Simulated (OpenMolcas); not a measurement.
V2+: ligand-field states by method

V2+ with 6 ligands (fluoride) in octahedral coordination (Oh) at 2 Å. A charge of +0.667 e stands 2.6 Å behind each ligand. Ligand basis ANO-RCC-VDZP.

| Property | Result |
| --- | --- |
| Program | OpenMolcas 26.06 |
| Basis | ANO-RCC-VDZP [5s4p2d1f] |
| Scalar Hamiltonian | DKH2, point nucleus |
| Active space | 3 electrons in 5 orbitals (3d) |
| State averaging | 2S+1 = 4 even, 10 roots; 2S+1 = 2 even, 40 roots |
| Spin-orbit coupling | RASSI with atomic mean-field integrals over the reference wave functions |

I. CASSCF
II. SS-CASPT2, IPEA 0.25 Eh, imaginary shift 0.1 Eh (closed shells correlated: 3s 3p and the ligand valence shells)
III. SS-CASPT2, IPEA 0.5 Eh, imaginary shift 0.1 Eh (closed shells correlated: 3s 3p and the ligand valence shells)

Spin-free states (labels of O, the rotations of Oh) in cm-1, each column counted from its own energy of the first state listed:

```csv
State,Degeneracy,I,II,III
4A2,1,0,0,0
4T2,3,12252,12810,12760
2E,2,16799,13880,13850
2T1,3,17610,14730,14600
4T1,3,19609,18810,19340
2T2,3,23736,19630,19880
2A1,1,26413,23110,23960
2T2,3,29327,27140,27400
2T1,3,29985,27150,27590
4T1,3,31584,29460,30020
2E,2,31810,27890,28460
2T1,3,35552,32060,32530
2T2,3,41682,38200,38400
2T1,3,42188,40970,41110
2A2,1,44847,38980,39870
2T2,3,46604,41720,42370
2E,2,49671,46110,46520
2T1,3,52723,48410,48990
2E,2,68678,61140,61640
2T2,3,71376,64540,64420
```

From I to II, I's first state of the same spin (4T2) moves from 12252 to 12810 cm-1, by about +560 cm-1.

From I to II, I's first state of another spin (2E) moves from 16799 to 13880 cm-1, by about -2900 cm-1.

I: A least-squares ligand-field fit to the states below 45000 cm-1, each weighted by its degeneracy and with a free common offset, gives 10Dq = 12563 cm-1, B = 929 cm-1 and C = 3499 cm-1 (C/B = 3.77), with an rms deviation of 126 cm-1. The same method and metal basis give the free ion B = 954 cm-1 (fit to its terms below 60000 cm-1, rms deviation 86 cm-1), so the nephelauxetic ratio is β = 929 / 954 = 0.97; it hangs on how both fits weigh the states, and computed free-ion B values tend to be too large, so β mixes covalency with correlation.

II: A least-squares ligand-field fit to the states below 45000 cm-1, each weighted by its degeneracy and with a free common offset, gives 10Dq = 13105 cm-1, B = 739 cm-1 and C = 3009 cm-1 (C/B = 4.07), with an rms deviation of 591 cm-1. The same method and metal basis give the free ion B = 827 cm-1 (fit to its terms below 60000 cm-1, rms deviation 408 cm-1), so the nephelauxetic ratio is β = 739 / 827 = 0.89; it hangs on how both fits weigh the states, and computed free-ion B values tend to be too large, so β mixes covalency with correlation.

III: A least-squares ligand-field fit to the states below 45000 cm-1, each weighted by its degeneracy and with a free common offset, gives 10Dq = 13302 cm-1, B = 756 cm-1 and C = 3007 cm-1 (C/B = 3.98), with an rms deviation of 417 cm-1. 

From I to II, 10Dq changes by +4 %, B by -20 % and C by -14 %.

χT at 300 K: I 1.86, II 1.86, III 1.86 cm3 K/mol.

Roots that are degenerate in the reference are averaged as groups; the widest CASPT2 spread within a group is 460 cm-1 (the 3-fold group of multiplicity 2 near 27200 cm-1 above the lowest state of its run, II). Shifts and gaps below about the spread of the groups concerned are not significant. Over all roots computed the reference weight is 0.71 to 0.72 in II, 0.71 to 0.72 in III; a low but even weight reflects the number of correlated electrons. Ligand-to-metal charge-transfer states are missing. With no ligand orbital active B as a rule stays too high, so bands that hang on it stand too high and its fall with covalency is understated. Without dynamic correlation the repulsion within the d shell is too large (B by tens of per cent), so at a given field states of lower spin stand too high (holds for I). With metal d orbitals alone and no dynamic correlation the field as a rule comes out too small, by tens of per cent, by up to half for chloride and softer ligands (holds for I). With one d shell and no ligand orbital active, 10Dq can be off by tens of per cent for divalent 3d ions, low with halides held by bare charges and at times high in hosts (holds for II; III). Free-ion shares, where given, are those of the reference states; single-state CASPT2 does not remix them (holds for II; III). The distance lies 5 % under the 2.1 Å that this model takes as the normal distance (a Shannon-type radius plus a fixed donor radius); by an R⁻⁵ law this alone changes a d-shell field by about +28 %. No measured value stands beside these numbers; the geometry is a model, was not optimised and need not be the one that this ion takes.
